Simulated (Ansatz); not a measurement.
Species: C2H6FGa (charge 0, singlet). SMILES: [CH3][Ga]([CH3])[F]
Geometry: optimised at B3LYP-D3(BJ)/def2-TZVP (Ansatz, a quantum-chemistry and plane-wave program).

Wanted: vertical ionisation energy (to the doublet state of charge +1; each state is the SCF solution reached for its spin), in eV. Valence correlation only, unless marked. Open shells are spin-unrestricted. Spin-orbit coupling is left out. Frozen are the shells of the preceding noble gas and the d and f shells that filled before the atom's block. No relativistic terms. Basis-set limits of correlation are two-point, X^-3; Hartree-Fock from the larger set. The bracket is a focal-point correction in the basis named.

RI-MP2/CBS(aug-cc-pVTZ,aug-cc-pVQZ)+[CCSD(T)-MP2]/aug-cc-pVTZ (Ansatz) gives 10.49 eV.

### Question
Another calculation gave 10.08 eV. Which level was it?
A) B3LYP/def2-TZVPD (Ansatz)
B) PBE/def2-TZVPD (Ansatz)
C) CAM-B3LYP/def2-TZVPD (Ansatz)
D) r2SCAN/def2-TZVPD (Ansatz)

### Answer
A, B3LYP/def2-TZVPD (Ansatz). The others give 10.29 (CAM-B3LYP), 9.79 (PBE), 9.90 (r2SCAN) eV.
